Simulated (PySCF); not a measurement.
PySCF 2.14 output of an unrestricted PBE0 calculation on a single atom or ion in x2c-QZVPPall with one added diffuse shell each of s, p, d, f type (12s8p6d5f1g, 110 functions), with scalar relativity by spin-free X2C-1e:

```
SCF conv_tol = 1e-09
number electrons alpha = 17  beta = 14
    C. Adamo and V. Barone.,  J. Chem. Phys. 110, 6158 (1999)
    M. Ernzerhof and G. E. Scuseria.,  J. Chem. Phys. 110, 5029 (1999)
cycle= 1 E= -1943.30724799908  delta_E= -0.014  |g|= 0.133  |ddm|= 0.392
cycle= 2 E= -1943.30503088371  delta_E= 0.00222  |g|= 0.211  |ddm|= 0.225
cycle= 3 E= -1943.30940950815  delta_E= -0.00438  |g|= 0.00766  |ddm|= 0.0498
cycle= 4 E= -1943.30943605282  delta_E= -2.65e-05  |g|= 0.00119  |ddm|= 0.0435
cycle= 5 E= -1943.30944468575  delta_E= -8.63e-06  |g|= 0.000348  |ddm|= 0.0352
cycle= 6 E= -1943.30944672514  delta_E= -2.04e-06  |g|= 7.84e-05  |ddm|= 0.0204
cycle= 7 E= -1943.30944678058  delta_E= -5.54e-08  |g|= 1.32e-05  |ddm|= 0.00272
cycle= 8 E= -1943.30944678081  delta_E= -2.38e-10  |g|= 1.26e-06  |ddm|= 0.000344
converged SCF energy = -1943.30944678081  <S^2> = 3.7511448  2S+1 = 4.0005724
```

The run itself started from symmetry-adapted Hartree-Fock orbitals and held the occupation by maximum overlap, on a logarithmic radial grid, so the iterations belong to that start.

Which element, charge and spin multiplicity is this?

Ga (gallium, neutral), multiplicity 4; the state was [Ar] 3d10 4s1 4p1 5s1, high-spin 4P determinant (an excited configuration).

The outer electron is Rydberg-like, and this basis confines it to a smaller radius and binds it less than a complete one would.
